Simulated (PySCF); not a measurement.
H3MoNO3, SMILES [NH]=[Mo](=[O])([OH])[OH], multiplicity 1.

The structure is a stationary point at r2SCAN-D4/def2-SVP. The spin state was assumed, not searched. The structure was generated by enumeration; whether it is a known compound was not checked. The def2 effective core potentials stand for the cores of Mo; spin–orbit coupling is left out. Other conformers were not sampled.

Computed with PySCF with TDDFT-PBE/def2-SVPD.

Vertical excitations. Isolated molecule, no solvent. State labels are in the subgroup Cs.

Computed excitation energies, oscillator strengths and character:
```json
[
 {"state": "S1", "symmetry": "A\"", "energy (eV)": "4.47", "λ (nm)": "277", "f": "0.000", "main pairs": "HOMO→LUMO+1 98 %"},
 {"state": "S2", "symmetry": "A'", "energy (eV)": "4.61", "λ (nm)": "269", "f": "0.011", "main pairs": "HOMO→LUMO 85 %"},
 {"state": "S3", "symmetry": "A\"", "energy (eV)": "4.98", "λ (nm)": "249", "f": "0.006", "main pairs": "HOMO−1→LUMO 91 %"},
 {"state": "S4", "symmetry": "A'", "energy (eV)": "5.20", "λ (nm)": "238", "f": "0.005", "main pairs": "HOMO−1→LUMO+1 55 %, HOMO−3→LUMO+1 22 %, HOMO−2→LUMO 10 %"},
 {"state": "S5", "symmetry": "A\"", "energy (eV)": "5.31", "λ (nm)": "234", "f": "0.000", "main pairs": "HOMO−2→LUMO+1 70 %, HOMO−3→LUMO 28 %"},
 {"state": "S6", "symmetry": "A\"", "energy (eV)": "5.43", "λ (nm)": "228", "f": "0.001", "main pairs": "HOMO−3→LUMO 69 %, HOMO−2→LUMO+1 26 %"},
 {"state": "S7", "symmetry": "A'", "energy (eV)": "5.47", "λ (nm)": "227", "f": "0.002", "main pairs": "HOMO−2→LUMO 71 %, HOMO→LUMO+3 14 %"},
 {"state": "S8", "symmetry": "A'", "energy (eV)": "5.60", "λ (nm)": "222", "f": "0.000", "main pairs": "HOMO−4→LUMO+1 78 %, HOMO→LUMO+3 12 %"},
 {"state": "S9", "symmetry": "A\"", "energy (eV)": "5.63", "λ (nm)": "220", "f": "0.002", "main pairs": "HOMO→LUMO+2 98 %"},
 {"state": "S10", "symmetry": "A'", "energy (eV)": "5.81", "λ (nm)": "214", "f": "0.025", "main pairs": "HOMO→LUMO+3 55 %, HOMO→LUMO+4 11 %, HOMO−1→LUMO+2 11 %, HOMO−3→LUMO+1 9 %"},
 {"state": "T1", "symmetry": "A'", "energy (eV)": "3.94", "λ (nm)": "315", "f": "0", "main pairs": "HOMO→LUMO 93 %"},
 {"state": "T2", "symmetry": "A\"", "energy (eV)": "4.06", "λ (nm)": "305", "f": "0", "main pairs": "HOMO→LUMO+1 95 %"},
 {"state": "T3", "symmetry": "A'", "energy (eV)": "4.37", "λ (nm)": "284", "f": "0", "main pairs": "HOMO−1→LUMO+1 72 %, HOMO−3→LUMO+1 19 %"},
 {"state": "T4", "symmetry": "A\"", "energy (eV)": "4.66", "λ (nm)": "266", "f": "0", "main pairs": "HOMO−1→LUMO 94 %"}
]
```
Triplets are in the Tamm–Dancoff approximation, which puts them higher than full response would, so one can lie above its singlet here.
